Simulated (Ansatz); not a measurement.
Geometry optimisation, RKS PBE-D4/def2-SVP (Ansatz 0.2.0).

Input:

```yaml
crystal:
  periodic: [false, false, false]
  atoms:
    - { symbol: Si, position_ang: [-0.137934, -0.159897, 0.149076] }
    - { symbol: O, position_ang: [-0.332634, -0.282924, 1.809476] }
    - { symbol: H, position_ang: [-0.890551, 0.444605, 2.142103] }
    - { symbol: O, position_ang: [1.489993, -0.159937, -0.238544] }
    - { symbol: H, position_ang: [1.714154, -0.917444, -0.808245] }
    - { symbol: O, position_ang: [-0.941035, 1.180237, -0.423461] }
    - { symbol: H, position_ang: [-1.523299, 0.955891, -1.171443] }
    - { symbol: O, position_ang: [-0.76908, -1.533437, -0.58085] }
    - { symbol: H, position_ang: [-1.180604, -2.140754, 0.058016] }
    - { symbol: S, position_ang: [1.489896, 2.332537, 1.731754] }
    - { symbol: H, position_ang: [2.103003, 1.723418, 0.678725] }
    - { symbol: H, position_ang: [1.309189, 1.104005, 2.342092] }
basis:
  gaussian: { orbitals: def2-SVP }
hamiltonian:
  xc: pbe
  dispersion: d4
relax:
  f_tol: 0.03
  max_steps: 50
```

Launched with:

```bash
$ ansatz run input.yaml --threads 4 --pin off --max-ram 5120MiB --backend cpu --events-out ev --progress --plain --runs-dir out
```

Problem. Where does it end, and by what steps?

Solution. It converged. After 17 steps the energy has fallen by 0.316 eV; H12 moved furthest, 1.01 Å.

```csv
step,energy less start (eV),largest force component (eV/Å),accepted
0,0.0000,0.489,yes
1,-0.0656,0.375,yes
2,-0.0858,0.381,yes
3,-0.1004,0.191,yes
4,-0.1065,0.145,yes
5,-0.1256,0.408,yes
6,-0.1385,0.806,yes
7,-0.1651,0.965,yes
8,-0.2046,1.198,yes
9,-0.2405,0.936,yes
10,-0.2857,0.268,yes
11,-0.2980,0.205,yes
12,-0.2884,0.305,no
13,-0.3087,0.091,yes
14,-0.3148,0.059,yes
15,-0.3148,0.125,yes
16,-0.3135,0.269,no
17,-0.3158,0.028,yes
```

```xyz
12
Properties=species:S:1:pos:R:3
Si -0.426 -0.242 0.015
O -0.618 -0.153 1.654
H -0.271 0.686 2.038
O 1.129 0.134 -0.523
H 1.702 -0.654 -0.547
O -1.442 0.864 -0.697
H -1.281 0.990 -1.648
O -0.669 -1.824 -0.447
H -1.296 -2.308 0.118
S 1.569 2.238 2.077
H 1.718 1.562 0.890
H 2.217 1.253 2.758
```

Whether the end is a true minimum wasn't checked by a vibrational analysis.

The run took 25 s on 4 threads of Arm Neoverse V1, with other jobs on the host, peak memory 0.17 GiB.
